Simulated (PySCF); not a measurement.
**How methods differ on the excitation energy of Sb**

Sb [Kr] 4d10 5s2 5p3 (4S) → Sb [Kr] 4d10 5s2 5p2 5d1 (high-spin determinant), as a difference of total energies. Computed with PySCF 2.14 in aug-cc-pVQZ-PP with ECP28MDF (7s7p5d3f2g, 92 functions), with a scalar-relativistic core potential. Correlated levels: valence: 4s2 4p6 4d10 frozen. The calculations carry no spin-orbit coupling.

```json
{"method": "UHF", "excitation energy (cm⁻¹)": "57620"}
{"method": "LDA", "excitation energy (cm⁻¹)": "55760"}
{"method": "PBE", "excitation energy (cm⁻¹)": "54505"}
{"method": "PBE0", "excitation energy (cm⁻¹)": "56251"}
{"method": "r2SCAN", "excitation energy (cm⁻¹)": "58014"}
{"method": "LC-wPBE", "excitation energy (cm⁻¹)": "59644"}
{"method": "TPSSh", "excitation energy (cm⁻¹)": "56330"}
{"method": "B2PLYP", "excitation energy (cm⁻¹)": "56542"}
{"method": "MP2 (valence)", "excitation energy (cm⁻¹)": "58631"}
{"method": "SCS-MP2 (valence)", "excitation energy (cm⁻¹)": "58352"}
```

The promoted electron is Rydberg-like, and one or two diffuse shells describe it only roughly, which tends to raise the upper state.

The determinant of the upper state mixes LS terms, which raises its energy above the lowest term, most at the Hartree-Fock and MP2 levels.
